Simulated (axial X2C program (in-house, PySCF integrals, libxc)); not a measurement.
## Spin–orbit effects down a group: molecules with Br (ions), MP2

Computed with an in-house relativistic program for diatomic molecules, spin-free (one-electron X2C) or two-component (2c: spin–orbit coupling with atomic mean-field Coulomb and Gaunt terms, which also bring small scalar terms), in Dyall basis sets with cores contracted in-house; open shells are unrestricted.

Basis sets: Be dyall-cv3z, Br dyall-cv3z, Ca dyall-cv3z, Mg dyall-cv3z, Sr dyall-cv3z. Frozen shells (counts by l): BeBr⁺ Br 3s2p1d, Be 1s, 8 electrons correlated; MgBr⁺ Br 3s2p1d, Mg 2s1p, 8 electrons correlated; CaBr⁺ Br 3s2p1d, Ca 3s2p, 8 electrons correlated; SrBr⁺ Sr 4s3p1d, Br 3s2p1d, 8 electrons correlated. Where the outer core of a metal is frozen, bonds come out longer and ionisation energies lower.

| molecule | spin-free state | Re (Å) | ωe (cm⁻¹) | De (eV) | 2c state | Re 2c (Å) | ωe 2c (cm⁻¹) | De 2c (eV) |
| --- | --- | --- | --- | --- | --- | --- | --- | --- |
| BeBr⁺ | M_S = 0, Λ = 0 | 1.868 | 875.1 | 3.99 | Ω = 0 | 1.869 | 873.4 | 3.85 |
| MgBr⁺ | M_S = 0, Λ = 0 | 2.257 | 456.1 | 2.80 | Ω = 0 | 2.258 | 455.0 | 2.66 |
| CaBr⁺ | ? | ? | ? | ? | ? | ? | ? | ? |
| SrBr⁺ | M_S = 0, Λ = 0 | 2.675 | 254.8 | 3.81 | Ω = 0 | 2.676 | 254.7 | 3.67 |

**Question.** Estimate the 2c Re and ωe of CaBr⁺ as the mean of its neighbours in the table.

**Answer.** Re ≈ 2.467 Å, ωe ≈ 354.9 cm⁻¹. The MP2 runs give the row below, so the estimate misses by -0.066 Å and 17.6 cm⁻¹.

```tsv
molecule	spin-free state	Re (Å)	ωe (cm⁻¹)	De (eV)	2c state	Re 2c (Å)	ωe 2c (cm⁻¹)	De 2c (eV)
CaBr⁺	M_S = 0, Λ = 0	2.532	337.6	3.69	Ω = 0	2.533	337.3	3.54
```

Fragments in 2c: Br + Be+, Br + Mg+, Br + Ca+, Sr+ + Br. Each entry is the lowest single determinant of a limited PBE0 search at one distance. De goes to single-determinant-based atoms at the same level (for ions the charge split of lowest energy) and is withheld (n/a) where an atom does not fit its ground term or J level. Main or longest-lived isotopes.
